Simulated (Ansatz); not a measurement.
Gas-phase electronic energies from Ansatz, PBE0-D4/def2-TZVP geometries. CBS: MP2 limit from def2 TZ/QZ plus the TZ coupled-cluster correction, frozen cores. This one scheme is used for every species. For Br outer-core shells are correlated without core-valence functions, which leaves a few kJ/mol of doubt a bond. Scalar relativity is left out up to krypton. Each species was taken in one conformer, which may not be the lowest.

`C[O][AlH][O]C` + HBr → `C[O][AlH][Br]` + CH₃OH  (ligand exchange at the Al–O bond)

```
        species  MP2/CBS(def2) energy (Eh)
`C[O][AlH][O]C`                 -472.68505
            HBr                -2573.90023
`C[O][AlH][Br]`                -2931.01694
          CH₃OH                 -115.58363
```

**Question.** Work out ΔE.

**Answer.** ΔE = (-2931.01694) + (-115.58363) − (-472.68505) − (-2573.90023) = -0.01529 Eh = -40.1 kJ/mol. CCSD(T)/CBS gives -37.6 kJ/mol.

Largest T1 diagnostic among the species: 0.012.

In def2-TZVPP, CCSD(T) changes the Hartree–Fock value by +7.5 kJ/mol (the triples alone add +0.1 kJ/mol) and MP2 by +5.0 kJ/mol. At CCSD(T), def2-SVP lies +10.4 kJ/mol from the extrapolated value and def2-TZVPP +4.7 kJ/mol. From BLYP to BHLYP (50 % exact exchange), in def2-TZVPP and without D4, ΔE moves by −6.1 kJ/mol.
